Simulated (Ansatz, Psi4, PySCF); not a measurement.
C3H11MgNSi (SMILES C[Si](C)(C)[Mg][NH2]), singlet, at a GFN2-xTB geometry (such geometries of metal compounds can be far from the true shape), atoms displaced at random by about 0.08 Å a coordinate. Base run: R2SCAN/STO-3G, gradient (PySCF).

The PySCF input:
```python
from pyscf import gto, scf, dft

mol = gto.Mole()
mol.atom = '''
    Mg   -0.503529    1.622594    0.346525
    N    -1.132831    2.660656    1.626574
    H    -1.215352    2.492908    2.508437
    H    -1.509279    3.601218    1.632683
    Si    0.344778   -0.539483   -0.428705
    C    -1.014782   -1.820977   -1.107890
    C     0.907005   -1.494819    1.161507
    C     1.752102   -0.549606   -1.741070
    H    -0.988801   -2.787502   -1.290859
    H    -1.900811   -1.774557   -0.415643
    H    -1.550144   -1.323328   -2.096465
    H    -0.046691   -1.651505    1.928752
    H     1.868169   -0.981199    1.585789
    H     1.168519   -2.417275    0.944971
    H     2.621309   -0.253583   -1.209222
    H     1.493909   -0.223642   -2.555301
    H     2.043289   -1.689429   -1.865217
'''
mol.basis = 'sto-3g'
mol.charge = 0
mol.spin = 0
mol.verbose = 4
mol.build()

mf = dft.RKS(mol)
mf.xc = 'r2scan'
mf.kernel()
g = mf.nuc_grad_method()
grad = g.kernel()
```

Programs used: Ansatz (a program for electronic structure), Psi4, PySCF; a row that names a program was run with it.

The coordinate followed is y of atom 11.

The base run was repeated with changes; each row names its change, and settings that it needs were set with it.

| change | dE/dx (Eh/bohr) | net force (Eh/bohr) |
|---|---|---|
| base | 0.030349 | 0.001174 |
| grid_response = on | 0.030349 | 0.000000 |
| density fitting = on | 0.030339 | 0.001174 |
| grids.level = 0; grid_response = on | 0.031482 | 0.000000 |
| density fitting = on; auxbasis_response = off | 0.030307 | 0.001870 |
| grids.level = 1; grid_response = off | 0.030330 | 0.010087 |
| finite difference step (bohr) = 1e-4; conv_tol = 1e-11 | 0.030349 | - |
| finite difference step (bohr) = 0.01; conv_tol = 1e-11 | 0.030349 | - |
| code = ansatz | 0.030351 | 0.000000 |
| conv_tol = 1e-6 | 0.030350 | 0.001174 |
| code = psi4 | 0.030335 | 0.001993 |
| grids.level = 5; grid_response = on | 0.030351 | 0.000000 |

The net force is zero for an exact gradient.
